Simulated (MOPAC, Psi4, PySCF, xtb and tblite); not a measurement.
Relaxed torsion scan: SMILES CC[SiH2]OC. Scanned: dihedral C2–Si3–O4–C5; all other coordinates were relaxed at GFN2-xTB. Points at φ and −φ are mirror images.

Geometry of the scan point at -90° (Å):
```
15

C      2.5199    -0.7330     0.0703
C      1.4534     0.3429     0.2409
Si    -0.3133    -0.3693     0.2566
O     -1.4408     0.7957     0.1557
C     -2.0988     1.5269     1.1423
H      3.5174    -0.2970     0.0440
H      2.3617    -1.2803    -0.8558
H      2.4804    -1.4455     0.8909
H      1.5459     1.0627    -0.5758
H      1.6600     0.8981     1.1600
H     -0.6019    -1.1007    -0.9722
H     -0.4936    -1.1908     1.4614
H     -2.9684     2.0029     0.6864
H     -1.4458     2.3005     1.5558
H     -2.4317     0.8776     1.9555
```

Levels: GFN2-xTB (xtb and tblite); PBE0/def2-TZVP // GFN2-xTB (Psi4); PBE0-D3(BJ)/def2-TZVP // GFN2-xTB (Psi4); PBE/def2-TZVP // GFN2-xTB (Psi4); PBE-D3(BJ)/def2-TZVP // GFN2-xTB (Psi4); PM7, restricted, heats of formation // GFN2-xTB (MOPAC); PM6, restricted, heats of formation // GFN2-xTB (MOPAC); RKS-B3LYP/6-31G* = PySCF with restricted B3LYP/6-31G*, spherical d, density fitting // GFN2-xTB; RKS-LDA (SVWN5)/6-31G* = PySCF 2.14.0 with restricted LDA (SVWN5)/6-31G*, spherical d, density fitting // GFN2-xTB; RKS-B3LYP/LANL2DZ = restricted B3LYP/LANL2DZ, with its core potentials past Ne // GFN2-xTB run with PySCF; RKS-B3LYP/3-21G = restricted B3LYP/3-21G // GFN2-xTB in PySCF.

Least-squares fit of E(φ) = a0 + Σ (a_n cos nφ + b_n sin nφ), n = 1 to 4, to the 12 scan points, in kJ/mol above the lowest point of each profile (levels whose profile four harmonics don't fit are not listed):

| method | a0 | a1 | b1 | a2 | b2 | a3 | b3 | a4 | b4 | rms of fit |
|---|---|---|---|---|---|---|---|---|---|---|
| GFN2-xTB | 6.89 | 2.61 | 0.00 | -1.33 | 0.00 | 3.02 | 0.00 | -0.05 | 0.00 | 0.09 |
| PBE0/def2-TZVP | 4.74 | 2.95 | 0.00 | -0.48 | 0.00 | 1.31 | 0.00 | 0.07 | 0.00 | 0.06 |
| PBE0-D3(BJ)/def2-TZVP | 4.50 | 2.54 | 0.00 | -0.62 | 0.00 | 1.38 | 0.00 | 0.10 | 0.00 | 0.07 |
| PBE/def2-TZVP | 4.20 | 2.61 | 0.00 | -0.14 | 0.00 | 1.51 | 0.00 | 0.09 | 0.00 | 0.07 |
| PBE-D3(BJ)/def2-TZVP | 4.00 | 2.18 | 0.00 | -0.32 | 0.00 | 1.58 | 0.00 | 0.11 | 0.00 | 0.08 |
| PM7 | 2.00 | -0.17 | 0.00 | 0.96 | 0.00 | 1.54 | 0.00 | 0.00 | 0.00 | 0.15 |
| PM6 | 5.90 | -5.20 | 0.00 | 1.54 | 0.00 | -1.98 | 0.00 | -0.09 | 0.00 | 0.34 |
| RKS-B3LYP/6-31G* | 3.88 | 2.34 | 0.00 | -0.10 | 0.00 | 1.53 | 0.00 | 0.10 | 0.00 | 0.05 |
| RKS-LDA (SVWN5)/6-31G* | 4.37 | 2.14 | 0.00 | -0.47 | 0.00 | 1.84 | 0.00 | 0.12 | 0.00 | 0.03 |
| RKS-B3LYP/LANL2DZ | 1.41 | 1.47 | 0.00 | 0.11 | 0.00 | 0.18 | 0.00 | 0.15 | 0.00 | 0.05 |
| RKS-B3LYP/3-21G | 1.18 | 0.17 | 0.00 | 0.62 | 0.00 | 0.89 | 0.00 | 0.11 | 0.00 | 0.03 |
